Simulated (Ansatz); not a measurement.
**Which isomer of CH8GaNO gives these data?**

These gas-phase data were calculated for one isomer of CH8GaNO at B3LYP-D3(BJ)/def2-SVP (harmonic, unscaled wavenumbers; equilibrium rotational constants with average atomic masses):

```
rotational constants            : 6.948, 3.006, 2.349 GHz
all wavenumbers above 1500 cm⁻¹ : 3863, 3554, 3484, 3159, 3129, 3036, 1923, 1895, 1619
```

Candidates:

(1) `[CH3][Ga@H-]([NH3+])[OH]`, a singlet
(2) `C[NH2+][GaH2-][OH]`, a singlet

Q: Which candidate do the data belong to?

A: Candidate (2). 2 modes lie between 3250 and 3800 cm⁻¹, one for each N–H bond, while (1) has 3.

The same quantities for all candidates:

|  | rotational constants (GHz) | wavenumbers above 1500 cm⁻¹ | E above the lowest, B3LYP-D3(BJ)/def2-SVP (kcal/mol) |
| --- | --- | --- | --- |
| (1) | 4.957, 3.987, 2.929 | 3869, 3600, 3564, 3435, 3114, 3110, 3021, 1889, 1634, 1602 | 0.0 |
| (2) | 6.948, 3.006, 2.349 | 3863, 3554, 3484, 3159, 3129, 3036, 1923, 1895, 1619 | 10.9 |

Harmonic stretches to hydrogen usually lie a few per cent above observed fundamentals. Each candidate is one conformer. Programs: Ansatz 0.2.0.
